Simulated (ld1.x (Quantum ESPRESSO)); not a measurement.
**caesium, TM: configuration errors across variants**

- Element: Cs (Z = 55)
- Generator: ld1.x (Quantum ESPRESSO) 7.5
- Type: norm-conserving Troullier–Martins (Kleinman–Bylander form)
- Functional: LDA (PZ)
- Relativity: non-relativistic
- Frozen core: [Xe]
- Valence charge: 1
- Reference configuration: 5d0 6s1 6p0
- Partial waves: 6s (bound): rc 3.80 bohr; 6p (bound, empty): rc 3.45 bohr; 5d (bound, empty): rc 4.20 bohr
- Local potential: the d channel
- Core correction: a·sin(br)/r model core inside 1.80 bohr

All-electron excitation energies from the reference (eV): (1) 5d0 6s0.5 6p0 1.496; (2) 5d0 6s0 6p1 1.320; (3) 5d1 6s0 6p0 1.433; (4) 5d0.5 6s0.5 6p0 0.716; (5) 5d0 6s1 6p0 spin -0.105; (6) 5d0 6s0.5 6p0 spin 1.460.

Spin tests fill each open shell by Hund’s rule, majority spin first.

Tests that are not counted but printed errors over 1 eV. “wave 5d (bound): rc 4.20 bohr becomes 5d (bound): rc 2.88 bohr”: 5d0 6s0 6p1 (solver errors, printed error -1.2 eV).

4 further variants failed, have other tests or another functional or relativity, and are left out.

A true bound ghost makes a file unfit for plane-wave use even where its test errors are small: the radial tests pick states by their node count and pass the ghost by. Where a test does run into it, the solver fails or the error is huge.

Errors AE − PS in meV (a dash: test not solved or not reliable):

| change | (1) | (2) | (3) | (4) | (5) | (6) | bound ghosts |
| --- | --- | --- | --- | --- | --- | --- | --- |
| base | -3.4 | -0.6 | -10.0 | -3.4 | -1.0 | -4.0 | p, s |
| core correction a·sin(br)/r model core inside 3.16 bohr | -3.3 | +3.9 | -6.7 | -2.3 | -0.7 | -3.9 | p, s |
| wave 5d (bound): rc 4.20 bohr becomes 5d (bound): rc 2.88 bohr | -3.1 | – | -11 | -3.8 | -0.9 | -3.8 | p, s |
| wave 6p (bound): rc 3.45 bohr becomes 6p (bound): rc 4.72 bohr | -3.4 | +3.9 | -10.0 | -3.4 | -1.0 | -4.0 | s |
| wave 6s (bound): rc 3.80 bohr becomes 6s (bound): rc 4.70 bohr | -3.0 | -1.3 | -12 | -4.0 | -0.6 | -3.5 | p, s |

Give the same row for: wave 5d (bound): rc 4.20 bohr becomes 5d (bound): rc 2.54 bohr.

-3.2, –, -11, -3.8, -0.9, -3.8; bound ghosts: p, s. Not counted: 5d0 6s0 6p1 (solver errors, printed error -1.2 eV).
